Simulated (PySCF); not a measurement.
dimethylsulfoxide (C₂H₆OS), singlet, at a GFN2-xTB geometry; CCSD/6-31G (PySCF).

Input for PySCF:
```python
from pyscf import gto, scf, cc

mol = gto.Mole()
mol.atom = '''
    S    -0.006382    0.257897   -0.455835
    O    -0.012849    1.457810    0.378576
    C     1.370763   -0.798195    0.187247
    C    -1.350002   -0.827729    0.208628
    H     1.279876   -0.896771    1.263088
    H    -2.298108   -0.352210   -0.019971
    H     1.324893   -1.764772   -0.300458
    H     2.304614   -0.302248   -0.056141
    H    -1.290832   -1.793166   -0.279902
    H    -1.240103   -0.924125    1.282891
'''
mol.basis = '6-31g'
mol.charge = 0
mol.spin = 0
mol.verbose = 4
mol.build()

mf = scf.RHF(mol)
mf.kernel()

mycc = cc.CCSD(mf)
mycc.direct = True
mycc.kernel()
print('E(CCSD) = %.10f' % mycc.e_tot)
mf.analyze()
```

The log (banner, timings and long lists left out):

```
PySCF version 2.14.0

[INPUT] verbose = 4
[INPUT] num. atoms = 10
[INPUT] num. electrons = 42
[INPUT] charge = 0
[INPUT] spin (= nelec alpha-beta = 2S) = 0
[INPUT] symmetry False subgroup None
[INPUT] Mole.unit = angstrom
[INPUT] Symbol           X                Y                Z      unit          X                Y                Z       unit  Magmom
[INPUT]  1 S     -0.006382000000   0.257897000000  -0.455835000000 AA   -0.012060232127   0.487354698347  -0.861403307991 Bohr   0.0
[INPUT]  2 O     -0.012849000000   1.457810000000   0.378576000000 AA   -0.024281090975   2.754861641652   0.715404957333 Bohr   0.0
[INPUT]  3 C      1.370763000000  -0.798195000000   0.187247000000 AA    2.590366651687  -1.508369943997   0.353845547646 Bohr   0.0
[INPUT]  4 C     -1.350002000000  -0.827729000000   0.208628000000 AA   -2.551134047615  -1.564181115360   0.394249781916 Bohr   0.0
[INPUT]  5 H      1.279876000000  -0.896771000000   1.263088000000 AA    2.418615113404  -1.694651586452   2.386890391225 Bohr   0.0
[INPUT]  6 H     -2.298108000000  -0.352210000000  -0.019971000000 AA   -4.342794724672  -0.665580438333  -0.037739720434 Bohr   0.0
[INPUT]  7 H      1.324893000000  -1.764772000000  -0.300458000000 AA    2.503684914353  -3.334935752301  -0.567783331935 Bohr   0.0
[INPUT]  8 H      2.304614000000  -0.302248000000  -0.056141000000 AA    4.355089282838  -0.571165941698  -0.106091114359 Bohr   0.0
[INPUT]  9 H     -1.290832000000  -1.793166000000  -0.279902000000 AA   -2.439318952825  -3.388592635882  -0.528938121718 Bohr   0.0
[INPUT] 10 H     -1.240103000000  -0.924125000000   1.282891000000 AA   -2.343455036252  -1.746343154864   2.424312637669 Bohr   0.0

nuclear repulsion = 183.517465099765
number of shells = 34
number of NR pGTOs = 136
number of NR cGTOs = 52
basis = 6-31g
ecp = {}

******** <class 'pyscf.scf.hf.RHF'> ********
method = RHF
initial guess = minao
damping factor = 0
level_shift factor = 0
DIIS = <class 'pyscf.scf.diis.CDIIS'>
diis_start_cycle = 1
diis_space = 8
diis_damp = 0
SCF conv_tol = 1e-09
SCF conv_tol_grad = None
SCF max_cycles = 50
direct_scf = True
direct_scf_tol = 1e-13
Set gradient conv threshold to 3.16228e-05
Initial guess from minao.
init E= -552.153634223657
  HOMO = -0.269520112904357  LUMO = 0.110175290036037  gap/eV = 10.33204
cycle= 1 E= -551.220327606423  delta_E= 0.933  |g|= 0.698  |ddm|=    3
  HOMO = -0.253192918229492  LUMO = 0.145270388447484  gap/eV = 10.84274
cycle= 2 E= -551.276237159237  delta_E= -0.0559  |g|= 0.599  |ddm|= 1.88
  HOMO = -0.362089537482318  LUMO = 0.166851963820692  gap/eV = 14.39323
cycle= 3 E= -551.350208468823  delta_E= -0.074  |g|= 0.0503  |ddm|= 0.873
  HOMO = -0.353487122191624  LUMO = 0.181573446318297  gap/eV = 14.55974
cycle= 4 E= -551.3514846832  delta_E= -0.00128  |g|= 0.0137  |ddm|= 0.114
  HOMO = -0.358770559284483  LUMO = 0.1783262398633  gap/eV = 14.61515
cycle= 5 E= -551.351617555399  delta_E= -0.000133  |g|= 0.00545  |ddm|= 0.0457
  HOMO = -0.358564913173034  LUMO = 0.178960339634116  gap/eV = 14.62681
cycle= 6 E= -551.351646153974  delta_E= -2.86e-05  |g|= 0.00105  |ddm|= 0.0283
  HOMO = -0.358640458617825  LUMO = 0.178998011013707  gap/eV = 14.62989
cycle= 7 E= -551.351647056769  delta_E= -9.03e-07  |g|= 0.000263  |ddm|= 0.00471
  HOMO = -0.35863227162903  LUMO = 0.179006929047681  gap/eV = 14.62991
cycle= 8 E= -551.351647099262  delta_E= -4.25e-08  |g|= 9.11e-05  |ddm|= 0.000734
  HOMO = -0.358617171942857  LUMO = 0.179004079605387  gap/eV = 14.62942
cycle= 9 E= -551.351647104808  delta_E= -5.55e-09  |g|= 2.52e-05  |ddm|= 0.00032
  HOMO = -0.358609929306148  LUMO = 0.179003366083929  gap/eV = 14.62920
cycle= 10 E= -551.351647105512  delta_E= -7.04e-10  |g|= 6.24e-06  |ddm|= 0.000152
  HOMO = -0.358609544431816  LUMO = 0.179003332938531  gap/eV = 14.62919
Extra cycle  E= -551.351647105546  delta_E= -3.42e-11  |g|= 3.37e-06  |ddm|= 2.19e-05
converged SCF energy = -551.351647105546

******** <class 'pyscf.cc.ccsd.CCSD'> ********
CC2 = 0
CCSD nocc = 21, nmo = 52
max_cycle = 50
direct = 1
conv_tol = 1e-07
conv_tol_normt = 1e-05
diis_space = 6
diis_start_cycle = 0
diis_start_energy_diff = 1e+09
Init t2, MP2 energy = -551.73237544114  E_corr(MP2) -0.380728335593554
Init E_corr(CCSD) = -0.380728335600493
cycle = 1  E_corr(CCSD) = -0.394317817107588  dE = -0.0135894815  norm(t1,t2) = 0.0788043
cycle = 2  E_corr(CCSD) = -0.410444237155655  dE = -0.01612642  norm(t1,t2) = 0.0276786
cycle = 3  E_corr(CCSD) = -0.411236383557009  dE = -0.000792146401  norm(t1,t2) = 0.019041
cycle = 4  E_corr(CCSD) = -0.41557247941568  dE = -0.00433609586  norm(t1,t2) = 0.00813737
cycle = 5  E_corr(CCSD) = -0.415472788096625  dE = 9.96913191e-05  norm(t1,t2) = 0.00195451
cycle = 6  E_corr(CCSD) = -0.415324888916182  dE = 0.00014789918  norm(t1,t2) = 0.000786856
cycle = 7  E_corr(CCSD) = -0.415302639649974  dE = 2.22492662e-05  norm(t1,t2) = 0.000230189
cycle = 8  E_corr(CCSD) = -0.415308966533738  dE = -6.32688376e-06  norm(t1,t2) = 9.27145e-05
cycle = 9  E_corr(CCSD) = -0.415309722568809  dE = -7.5603507e-07  norm(t1,t2) = 3.60586e-05
cycle = 10  E_corr(CCSD) = -0.415309348291343  dE = 3.74277465e-07  norm(t1,t2) = 1.41233e-05
cycle = 11  E_corr(CCSD) = -0.415309508305703  dE = -1.6001436e-07  norm(t1,t2) = 5.41372e-06
cycle = 12  E_corr(CCSD) = -0.41530920814937  dE = 3.00156333e-07  norm(t1,t2) = 2.27327e-06
cycle = 13  E_corr(CCSD) = -0.415309198105804  dE = 1.0043566e-08  norm(t1,t2) = 8.36109e-07
CCSD converged
E(CCSD) = -551.7669563036518  E_corr = -0.4153091981058036
E(CCSD) = -551.7669563037
**** SCF Summaries ****
Total Energy =                        -551.351647105546022
Nuclear Repulsion Energy =             183.517465099764792
One-electron Energy =                -1122.469875366729411
Two-electron Energy =                  387.600763161418683
Two-electron Coulomb Energy =          433.403812345892561
DFT Exchange-Correlation Energy =      -45.803049184473878
HOMO-LUMO gap [eV] =                    14.629191535447447
**** MO energy ****
MO #1   energy= -92.0701768078433  occ= 2
MO #2   energy= -20.4896874513907  occ= 2
MO #3   energy= -11.2714825331359  occ= 2
MO #4   energy= -11.2714641596929  occ= 2
MO #5   energy= -9.08921395745585  occ= 2
MO #6   energy= -6.77135816715925  occ= 2
MO #7   energy= -6.7679996431223   occ= 2
MO #8   energy= -6.76561305701111  occ= 2
MO #9   energy= -1.37491485758732  occ= 2
MO #10  energy= -1.06912168969911  occ= 2
MO #11  energy= -0.985466488809717 occ= 2
MO #12  energy= -0.830029221843404 occ= 2
MO #13  energy= -0.649128534017014 occ= 2
MO #14  energy= -0.630820496233813 occ= 2
MO #15  energy= -0.628783106320947 occ= 2
MO #16  energy= -0.595112057015174 occ= 2
MO #17  energy= -0.559699812003555 occ= 2
MO #18  energy= -0.554842149698448 occ= 2
MO #19  energy= -0.507712590111934 occ= 2
MO #20  energy= -0.392938071669712 occ= 2
MO #21  energy= -0.358609544431816 occ= 2
MO #22  energy= 0.179003332938531  occ= 0
MO #23  energy= 0.203028079709187  occ= 0
MO #24  energy= 0.211251777990403  occ= 0
MO #25  energy= 0.251516705105056  occ= 0
MO #26  energy= 0.260113640460614  occ= 0
MO #27  energy= 0.287533136727214  occ= 0
MO #28  energy= 0.29535086535646   occ= 0
MO #29  energy= 0.310468056713143  occ= 0
 ** Mulliken pop on meta-lowdin orthogonal AOs  **
 ** Mulliken pop  **
 ** Mulliken atomic charges  **
charge of    0S =      0.96115
charge of    1O =     -0.90635
charge of    2C =     -0.41480
charge of    3C =     -0.41480
charge of    4H =      0.12922
charge of    5H =      0.13633
charge of    6H =      0.12185
charge of    7H =      0.13633
charge of    8H =      0.12185
charge of    9H =      0.12922
Dipole moment(X, Y, Z, Debye):  0.04599, -5.03149, -1.09787
```
